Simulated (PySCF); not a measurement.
A PySCF script (with the pyscf-properties extension) for the NMR shieldings of `InChI=1S/BH5O2Si/c2-1(3)4/h2-3H,4H3`, on a PBE0-D3(BJ)/def2-SVP geometry:

```python
import basis_set_exchange as bse
import numpy as np
from pyscf import gto, dft
from pyscf.prop import nmr

atoms = """
O    -1.383835   -0.846913    0.715650
B    -0.534465    0.150816    0.347327
O    -0.786640    1.474806    0.541903
Si    1.226501   -0.336109   -0.546847
H    -2.202633   -0.554605    1.134318
H    -1.628700    1.676059    0.967867
H     2.385228    0.137380    0.277449
H     1.340478    0.322075   -1.888299
H     1.369141   -1.812817   -0.740694
"""
names = dict.fromkeys(["O", "B", "Si", "H"], "pcSseg-1")
basis = {el: gto.basis.parse(bse.get_basis(n, elements=[el], fmt="nwchem")) for el, n in names.items()}
mol = gto.M(atom=atoms, basis=basis, charge=0, verbose=0)
mf = dft.RKS(mol, xc="PBE0")
mf.grids.level = 2
mf.grids.alignment = dft.numint.BLKSIZE   # the property module wants whole blocks of grid points
mf.conv_tol = 1e-9
mf.kernel()

calc = nmr.RKS(mf)   # GIAO
C = mf.mo_coeff
Co = C[:, mf.mo_occ > 0]
resp = mf.gen_response(singlet=True, hermi=2)
def vind(x):   # induced exchange potential for any number of trial vectors
    d = np.einsum("pi,xij,qj->xpq", C, 2 * x.reshape(-1, C.shape[1], Co.shape[1]), Co, optimize=True)
    return np.einsum("xpq,pi,qj->xij", resp(d - d.transpose(0, 2, 1)), C, Co, optimize=True).ravel()
mo1, _ = nmr.rhf.solve_mo1(calc, with_cphf=vind)
sigma = calc.kernel(mo1)
for i, s in enumerate(sigma):   # ppm
    w = np.linalg.eigvalsh((s + s.T) / 2)
    print("%2d %-2s iso %8.1f  s11 %8.1f  s22 %8.1f  s33 %8.1f" % (i, mol.atom_pure_symbol(i), w.mean(), *w))
```

Q: Give the expected output.

A: 
```
 0 O  iso    185.3  s11     80.9  s22    236.4  s33    238.7
 1 B  iso     69.5  s11     53.3  s22     61.1  s33     94.0
 2 O  iso    187.5  s11     81.2  s22    239.1  s33    242.2
 3 Si iso    463.3  s11    445.6  s22    464.8  s33    479.4
 4 H  iso     27.8  s11     22.9  s22     23.4  s33     37.0
 5 H  iso     27.8  s11     22.9  s22     23.4  s33     37.1
 6 H  iso     27.8  s11     24.9  s22     25.8  s33     32.7
 7 H  iso     27.8  s11     24.9  s22     25.9  s33     32.8
 8 H  iso     28.0  s11     24.7  s22     26.1  s33     33.1
```

These numbers come from an equivalent density-fitted implementation of the same equations, which agrees with the script to about 0.01 ppm for H and up to a few tenths of a ppm for heavy atoms, so last digits may differ.

Q: Turn these shieldings into chemical shifts. Shifts are taken against calculated references (same method and geometry level): $^{17}$O (334.56 ppm) against H2O; BF3·OEt2 for $^{11}$B (100.73 ppm); TMS for $^{29}$Si (351.99 ppm), $^{1}$H (31.27 ppm).

A: Averaging equivalent atoms: O 0/2: 148.1; B 1: 31.2; Si 3: -111.3; H 4/5: 3.48; H 6/7/8: 3.40 ppm. Experimental scales use liquid or dissolved standards, which lie at an offset from isolated H2O (liquid H2O: subtract about 36 ppm).

Size and cost of the density-fitted run: 100 basis functions, 5.6 s wall time on 1 thread of an Arm Neoverse V1, shared host.
